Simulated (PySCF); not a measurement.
# Assignment exercise: C7H8O3

Numbering as in the mapped SMILES `[CH3:1][CH2:2][c:3]1[cH:4][cH:5][c:6]([C:7](=[O:8])[OH:9])[o:10]1`. Hydrogens are named by the atom that carries them.

Calculated, not measured (PySCF): NMR shieldings at PBE0/pcSseg-1/GIAO, GFN2-xTB geometry. One averaged value for each set of equivalent atoms, relativity neglected, no solvent, one computed conformer.

Referencing at the same level of theory: 13C (186.93 ppm), 1H (31.72 ppm) against TMS.

Problem. Assign these signals to the numbered atoms. 13C{1H} NMR (computed): δ 168.7 (C), 162.9 (C), 148.8 (C), 130.7 (CH), 113.0 (CH), 25.6 (CH2), 11.2 (CH3).

Solution. 
| δ (ppm) | atoms | environment | reason |
| --- | --- | --- | --- |
| 168.7 | C3 | substituted aromatic carbon next to the ring oxygen | – |
| 162.9 | C7 | carboxylic acid carbon | it is a carbonyl in resonance with an O or N lone pair, the region of acids, esters and amides |
| 148.8 | C6 | substituted aromatic carbon next to the ring oxygen | – |
| 130.7 | C5 | aromatic CH | the aromatic region |
| 113.0 | C4 | aromatic CH | – |
| 25.6 | C2 | sp3 CH2 on an aromatic ring | a saturated carbon with 2 carbon neighbours and no heteroatom attached |
| 11.2 | C1 | methyl carbon | saturated and bonded to C and H only |

Problem. Assign these signals to the numbered atoms. 1H NMR (300 MHz, computed): δ 7.68 (m, 1H), 6.44 (m, 1H), 6.03 (br s, 1H), 2.85 (q, 2H), 1.38 (t, 3H).

Solution. 
| δ (ppm) | atoms | environment | reason |
| --- | --- | --- | --- |
| 7.68 | H(C5) | hydrogen on an aromatic CH | aromatic region |
| 6.44 | H(C4) | hydrogen on an aromatic CH | – |
| 6.03 | H(O9) | hydrogen on an acid hydroxyl oxygen | exchangeable; this is the value without hydrogen bonding to other molecules |
| 2.85 | H(C2) | hydrogen on an sp3 CH2 on an aromatic ring | benzylic-type position, deshielded by the ring |
| 1.38 | H(C1) | hydrogen on a methyl carbon | – |

OH/NH shifts are gas-phase values; hydrogen bonding in solution moves them, usually downfield. Shifts are as computed. Against solution values, carbons near 30 ppm lie about +3 ppm off and those near 130 ppm about +5 ppm. Of 1211 compounds with measured shifts, 218 miss one by over three times the rms of a fit or turn the order of signals round; such compounds aren't used in these exercises. Hydrogen bonding in solution deshields acid and N–H amide carbonyl carbons by as much as 10 ppm beyond these values. Multiplicities follow the n + 1 count of equivalent neighbours, as no J values were calculated; m marks all less simple cases, F and P coupling included.
